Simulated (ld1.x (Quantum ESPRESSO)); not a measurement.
**u(r) = r·R(r): atom against pseudo-atom (iron)**

Columns: radius, all-electron u(r) and pseudo u(r) of the 4s shell (level -5.23 eV) of iron in the configuration [Ar] 3d6 4s2 4p0; revPBE, scalar-relativistic, ultrasoft scheme, ld1.x (Quantum ESPRESSO) 7.5.

```
r (bohr)  all-electron   pseudo
   0.188       -0.1623  -0.0784
   0.375        0.0925  -0.1552
   0.562        0.2653  -0.2295
   0.750        0.2185  -0.3005
   0.938        0.0624  -0.3668
   1.125       -0.1148  -0.4269
   1.312       -0.2735  -0.4804
   1.500       -0.4012  -0.5267
   1.688       -0.4957  -0.5650
   1.875       -0.5607  -0.5944
   2.062       -0.6014  -0.6150
   2.250       -0.6226  -0.6264
   2.438       -0.6281  -0.6285
   2.625       -0.6213  -0.6213
   2.812       -0.6053  -0.6053
   3.000       -0.5823  -0.5823
   3.188       -0.5544  -0.5544
   3.375       -0.5236  -0.5236
   3.562       -0.4910  -0.4910
   3.750       -0.4576  -0.4576
   3.938       -0.4243  -0.4243
   4.125       -0.3920  -0.3920
   4.312       -0.3609  -0.3609
   4.500       -0.3313  -0.3313
   4.688       -0.3034  -0.3034
   4.875       -0.2774  -0.2774
```

Question: How many radial nodes do the two functions have?

Answer: The all-electron 4s function has n − l − 1 = 3 (the table is too coarse to show those close to the nucleus); the pseudo-wave has 0, since the states of the same l below it are removed with the core.

Question: At about which radius was the pseudo-wave matched?

Answer: 2.65 bohr. The columns agree to 0.0005 from 2.44 bohr on; several derivatives are matched, so the curves merge somewhat inside the radius.

Question: Is the pseudo-wave norm-conserving?

Answer: No, it belongs to an ultrasoft set: the norm inside the radius is not constrained, and the difference is carried by the augmentation charge.
